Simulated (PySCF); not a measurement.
Species: SbH2(SiH3).
Structure used (PBE0-D3(BJ)/def2-SVP), in Å, numbered top down from 1:
```
atom  x, y, z in Å
Sb1    0.6529    1.0966    1.1397
H2     2.0174    1.0511    0.0978
H3    -0.1193    2.2573    0.1389
Si4   -0.4485   -0.8305   -0.1815
H5    -0.4309   -0.6002   -1.6575
H6    -1.8649   -0.9791    0.2727
H7     0.2852   -2.0972    0.1213
```

Computed, not measured: PBE0-D3(BJ)/def2-SVP geometry optimisation, gas phase, def2 core potentials past Kr (PySCF).

**Question.** Which atoms are bound to Sb1, and at what distances?

**Answer.** 3 atoms: H3 1.716 Å, H2 1.717 Å, Si4 2.583 Å. The nearest atom not counted as bound is H7, at 3.37 Å (others tie with it).

**Question.** List the angles at Sb1.

**Answer.** 
```json
{"angle": "H2–Sb1–H3", "degrees": "91.2", "distance of the outer atoms (Å)": "2.45"}
{"angle": "H3–Sb1–Si4", "degrees": "90.8", "distance of the outer atoms (Å)": "3.12"}
{"angle": "H2–Sb1–Si4", "degrees": "90.5", "distance of the outer atoms (Å)": "3.11"}
```

**Question.** What is the shape at Sb1?

**Answer.** Pyramidal: angles 91.2°, 90.8° and 90.5°, sum 272.6°, 1.08 Å off the plane of its three neighbours.

**Question.** What are the other bond lengths?

**Answer.** Si4–H5, Si4–H6, Si4–H7 1.495 Å.

Point group: near Cs, missed by 0.10 Å at most; the miss may be what the optimiser left on a soft mode. Charge 0, singlet. Stationary, but not proved a minimum.

Time: 11 s of wall time; peak memory 0.28 GiB. Hardware: one thread, Arm Neoverse V1 (aarch64), shared host. That covers the optimisation of the geometry.
